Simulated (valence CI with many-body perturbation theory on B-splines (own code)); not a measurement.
**Bi LXX: electric-dipole lines**

Level of theory: relativistic CI+MBPT: four valence electrons over a frozen Dirac-Fock core [Ne], radial functions for each j: 11 s, 11 p, 10 d, 8 f, 5 g, 2 h, with the one-electron correlation potential Σ1 (screened to all orders), the two-electron term Σ2, the three-electron term Σ3, Breit, model QED; selected single and double excitations, second order for the rest, scaled by the run's own slope (own B-spline code, finite nucleus).

The last digits are not significant, and no measured levels were compared; by estimate large intervals hold to a few tenths of a per cent, small ones and those within an open d or f shell to about a per cent. Among the levels kept, up to 580 cm⁻¹ of a level comes from second order outside the variational space, and about a tenth of that is noise between levels of different J, which matters for small intervals.

Lines 1 to 50 of 547 in falling wavelength, among levels below 2668.5 eV, chosen from the strongest by gf and those to the six lowest levels. Wavelengths and rates use the calculated energies. Electric multipoles are in the length gauge, E1 and E2 with the static RPA response of the core. Weak lines are less certain than strong ones. Lines between different terms over intervals too small for the method are left out, as are lines whose strength nearly cancels. The highest levels of a list are the least certain.

Levels are named by their leading jj configuration (3d3/2^4 stands for four electrons in 3d with j = 3/2), which in mixed levels can hold well under half, so a name can repeat and another be missing. Letters in brackets count levels of one name in rising energy.

```
λ vac (Å)                           Upper                           Lower   A (s⁻¹)  log gf  Branch %
    74.27      (3s 3p1/2 3d3/2 3d5/2) J=5          (3s^2 3d3/2 3d5/2) J=4  1.83e+10   -0.78       3.6
    73.65       (3p1/2 3p3/2^2 3d3/2) J=4      (3s 3p3/2^2 3d3/2) J=3 [b]  1.04e+10   -1.12       0.1
    72.88      (3s 3p1/2 3p3/2 3d3/2) J=4          (3s^2 3p3/2 3d3/2) J=3  1.39e+10   -1.00      27.9
    64.98       (3p1/2^2 3d3/2 3d5/2) J=4  (3s 3p1/2 3d3/2 3d5/2) J=3 [d]  2.67e+10   -0.82       4.0
    64.86  (3s 3p1/2 3d3/2 3d5/2) J=3 [c]          (3s^2 3d3/2 3d5/2) J=2  1.66e+10   -1.13       0.2
    64.52          (3s 3p1/2 3d5/2^2) J=5              (3s^2 3d5/2^2) J=4  3.87e+10   -0.58       4.7
    63.89      (3s 3p1/2 3p3/2 3d5/2) J=5          (3s^2 3p3/2 3d5/2) J=4  2.92e+10   -0.71      99.8
    63.87          (3s 3p1/2^2 3p3/2) J=2          (3s^2 3p1/2 3p3/2) J=2  1.76e+10   -1.27      44.5
    63.29          (3s 3p1/2 3p3/2^2) J=3              (3s^2 3p3/2^2) J=2  2.00e+10   -1.08       2.0
    63.26      (3s 3p1/2 3d5/2^2) J=3 [a]              (3s^2 3d5/2^2) J=2  3.43e+10   -0.84       3.3
    62.25  (3s 3p1/2 3p3/2 3d5/2) J=4 [c]          (3s^2 3p3/2 3d5/2) J=3  1.89e+10   -1.00       0.6
    62.11  (3s 3p1/2 3d3/2 3d5/2) J=4 [c]          (3s^2 3d3/2 3d5/2) J=4  1.88e+10   -1.01       0.2
    61.45       (3p1/2^2 3p3/2 3d5/2) J=4  (3s 3p1/2 3p3/2 3d5/2) J=3 [c]  2.28e+10   -0.94       1.1
    61.31          (3s 3p1/2^2 3d5/2) J=3          (3s^2 3p1/2 3d5/2) J=3  2.41e+10   -1.02       5.3
    61.10  (3s 3p1/2 3p3/2 3d5/2) J=3 [b]          (3s^2 3p3/2 3d5/2) J=2  2.51e+10   -1.01       2.0
    60.73       (3p1/2^2 3d3/2 3d5/2) J=4  (3s 3p1/2 3d3/2 3d5/2) J=4 [c]  2.12e+10   -0.98       3.2
    60.73  (3s 3p1/2 3p3/2 3d3/2) J=3 [c]          (3s^2 3p3/2 3d3/2) J=3  2.83e+10   -0.96       0.4
    60.71          (3s 3p1/2^2 3d5/2) J=3          (3s^2 3p1/2 3d5/2) J=2  3.90e+10   -0.82       8.6
    60.60          (3s 3p1/2^2 3p3/2) J=2          (3s^2 3p1/2 3p3/2) J=1  2.19e+10   -1.22      55.5
    59.94       (3p1/2^2 3d3/2 3d5/2) J=2  (3s 3p1/2 3d3/2 3d5/2) J=3 [c]  2.69e+10   -1.14       4.3
    59.78      (3s 3p1/2 3d5/2^2) J=2 [b]              (3s^2 3d5/2^2) J=2  3.79e+10   -0.99       2.7
    59.52       (3p1/2^2 3p3/2 3d3/2) J=3  (3s 3p1/2 3p3/2 3d3/2) J=3 [c]  3.11e+10   -0.94       1.3
    59.11          (3s 3p1/2^2 3d3/2) J=1          (3s^2 3p1/2 3d3/2) J=2  4.90e+10   -1.11      62.3
    58.98       (3p1/2^2 3p3/2 3d5/2) J=3  (3s 3p1/2 3p3/2 3d5/2) J=2 [c]  2.99e+10   -0.96       1.3
    58.97      (3s 3p1/2 3d5/2^2) J=4 [b]              (3s^2 3d5/2^2) J=4  3.08e+10   -0.84       3.0
    58.82       (3p1/2^2 3p3/2 3d5/2) J=3  (3s 3p1/2 3p3/2 3d5/2) J=3 [d]  2.19e+10   -1.10       0.9
    58.23           (3p1/2^2 3d5/2^2) J=4      (3s 3p1/2 3d5/2^2) J=3 [b]  6.44e+10   -0.53       6.9
    58.22  (3s 3p1/2 3d3/2 3d5/2) J=3 [d]          (3s^2 3d3/2 3d5/2) J=4  3.30e+10   -0.93       0.4
    57.86      (3s 3p1/2 3d5/2^2) J=3 [b]              (3s^2 3d5/2^2) J=4  3.93e+10   -0.86       2.4
    57.77       (3p1/2 3p3/2^2 3d3/2) J=4          (3s 3p3/2^2 3d3/2) J=4  2.51e+10   -0.95       0.3
    57.38   (3p1/2 3p3/2^2 3d3/2) J=3 [a]      (3s 3p3/2^2 3d3/2) J=2 [a]  1.91e+10   -1.18       0.2
    57.18       (3p1/2^2 3p3/2 3d5/2) J=2  (3s 3p1/2 3p3/2 3d5/2) J=2 [b]  3.08e+10   -1.12       1.7
    57.14           (3p1/2^2 3d5/2^2) J=4      (3s 3p1/2 3d5/2^2) J=4 [b]  5.32e+10   -0.63       5.7
    56.99  (3s 3p1/2 3p3/2 3d5/2) J=3 [d]          (3s^2 3p3/2 3d5/2) J=3  3.18e+10   -0.97       0.7
    56.81           (3p1/2^2 3d5/2^2) J=2      (3s 3p1/2 3d5/2^2) J=1 [a]  4.32e+10   -0.98       3.7
    56.75   (3p1/2 3p3/2^2 3d3/2) J=3 [a]      (3s 3p3/2^2 3d3/2) J=3 [a]  2.75e+10   -1.03       0.3
    56.74          (3s 3p1/2^2 3d3/2) J=2          (3s^2 3p1/2 3d3/2) J=2  3.83e+10   -1.03      50.4
    56.71          (3s 3p1/2^2 3d5/2) J=2          (3s^2 3p1/2 3d5/2) J=3  5.30e+10   -0.89      10.9
    56.38       (3p1/2^2 3d3/2 3d5/2) J=3  (3s 3p1/2 3d3/2 3d5/2) J=3 [b]  5.31e+10   -0.75       6.9
    56.32           (3p1/2^2 3d5/2^2) J=2      (3s 3p1/2 3d5/2^2) J=2 [b]  6.98e+10   -0.78       6.0
    55.48           (3p1/2^2 3d3/2^2) J=2          (3s 3p1/2 3d3/2^2) J=3  5.41e+10   -0.90      22.1
    55.30          (3s 3p1/2^2 3p3/2) J=1          (3s^2 3p1/2 3p3/2) J=2  5.87e+10   -1.09       3.2
    55.29      (3s 3p1/2 3p3/2^2) J=2 [b]              (3s^2 3p3/2^2) J=2  3.42e+10   -1.11       1.0
    55.15       (3p1/2^2 3d3/2 3d5/2) J=2  (3s 3p1/2 3d3/2 3d5/2) J=2 [b]  4.57e+10   -0.98       7.3
    54.97       (3p1/2^2 3p3/2 3d5/2) J=2  (3s 3p1/2 3p3/2 3d5/2) J=3 [b]  3.21e+10   -1.14       1.7
    54.95       (3p1/2^2 3p3/2 3d5/2) J=1  (3s 3p1/2 3p3/2 3d5/2) J=1 [c]  6.26e+10   -1.07       2.9
    54.94           (3p1/2^2 3d5/2^2) J=0      (3s 3p1/2 3d5/2^2) J=1 [b]  2.40e+11   -0.96      19.1
    54.56             (3p1/2 3p3/2^3) J=1                (3s 3p3/2^3) J=2  6.80e+10   -1.04       0.7
    54.10       (3p1/2^2 3p3/2 3d5/2) J=3  (3s 3p1/2 3p3/2 3d5/2) J=4 [c]  3.71e+10   -0.94       1.6
    54.00          (3s 3p1/2^2 3d3/2) J=1          (3s 3p1/2^2 3p3/2) J=1  2.08e+10   -1.57      26.4
```

Problem. How does gf follow from A for the line at 54.00 Å?

Solution. gf = 1.4992 × (2J+1)_upper × A / σ², with σ = 1851973 cm⁻¹ and 2J+1 = 3: gf = 0.0272.
